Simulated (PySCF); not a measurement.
**How the method moves the HOMO and LUMO of `BC1CCC1`**

Compound: C4H9B.
Geometry (PBE0-D3(BJ)/def2-SVP, Å), atoms numbered from 1 in this order:
```xyz
14
C4H9B angstrom
B      1.7420   -1.0570   -0.2767
C      0.3882   -0.3203   -0.4344
C      0.1652    1.1641   -0.0385
C     -1.2869    0.8078    0.3338
C     -0.9028   -0.6842    0.3415
H      2.7847   -0.4748   -0.4874
H      1.7837   -2.2356    0.0032
H      0.2033   -0.4299   -1.5283
H      0.7626    1.4465    0.8429
H      0.3229    1.9284   -0.8141
H     -1.9824    1.0414   -0.4876
H     -1.6949    1.2347    1.2626
H     -0.6789   -1.0511    1.3558
H     -1.5994   -1.3943   -0.1294
```

Basis pcSseg-1 throughout (PySCF), one geometry. The structure is a single PBE0-D3(BJ)/def2-SVP conformer in the gas phase; no vibrational or solvent corrections.

Q: How do the orbital energies, the gap and the dipole change with the method?

A: 
```csv
method,kind,HOMO (eV),LUMO (eV),gap (eV),μ (D),SCF cycles
BLYP,GGA,-6.77,-2.15,4.62,0.79,13
OPBE,GGA,-6.82,-2.06,4.76,0.83,13
PBE,GGA,-6.86,-2.29,4.57,0.83,13
B97-D,GGA,-6.86,-2.06,4.80,0.79,14
KT2,GGA,-6.92,-2.30,4.62,0.78,13
LDA,LDA,-6.93,-2.58,4.35,0.87,13
BP86,GGA,-6.96,-2.33,4.63,0.82,13
KT3,GGA,-6.97,-2.19,4.78,0.76,12
B97-2,global hybrid,-7.93,-1.23,6.70,0.72,12
B3LYP,global hybrid,-7.99,-1.51,6.48,0.72,12
PBE0,global hybrid,-8.18,-1.27,6.91,0.73,12
mPW1PW91,global hybrid,-8.22,-1.24,6.97,0.72,12
BHandHLYP,global hybrid,-9.46,-0.23,9.23,0.63,10
CAM-B3LYP,range-separated hybrid,-9.60,-0.18,9.43,0.67,10
wB97X-D,range-separated hybrid,-10.08,0.66,10.74,0.67,11
LC-wPBE,range-separated hybrid,-10.96,1.08,12.04,0.66,11
HF,Hartree–Fock,-11.40,2.30,13.71,0.56,10
```

The HOMO spans 4.64 eV, from BLYP down to HF, and the gap runs from 4.35 eV (LDA) to 13.71 eV (HF). Over the methods BLYP (0 %), OPBE (0 %), PBE (0 %), B97-D (0 %), KT2 (0 %), LDA (0 %), BP86 (0 %), KT3 (0 %), B97-2 (21 %), B3LYP (20 %), PBE0 (25 %), mPW1PW91 (25 %), BHandHLYP (50 %), HF (100 %), a straight line through the gap against the share of exact exchange rises by 0.91 eV for each 10 % (correlation coefficient 0.999). The dipole ranges from 0.56 D (HF) to 0.87 D (LDA). This basis has no diffuse functions.
